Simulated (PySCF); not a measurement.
## Carbon: a sound run and one with changed settings

Sound run: C⁺ [He] 2s2 2p1, C²⁺ [He] 2s2. Calculation: PySCF 2.14, in def2-SVP (3s2p1d, 14 functions); no relativity, point nucleus. In the sound run the correlated levels freeze 1s2. The sound run starts from symmetry-adapted Hartree-Fock orbitals and uses a fine grid where one is needed.

Changed run: initial guess minao, at most 50 SCF cycles.

| species | method | sound run (hartree) | changed run (hartree) | converged |
| --- | --- | --- | --- | --- |
| C⁺ | UHF | -37.24419 | -37.24419 | yes |
| C⁺ | M06-L | -37.37990 | -37.37990 | yes |
| C⁺ | CCSD(T) | -37.31159 | -37.31159 | yes |
| C²⁺ | BP86 | -36.45428 | -36.45428 | yes |
| C²⁺ | MP2 | -36.39095 | -36.39095 | yes |

Here the plain start reaches the same solutions.
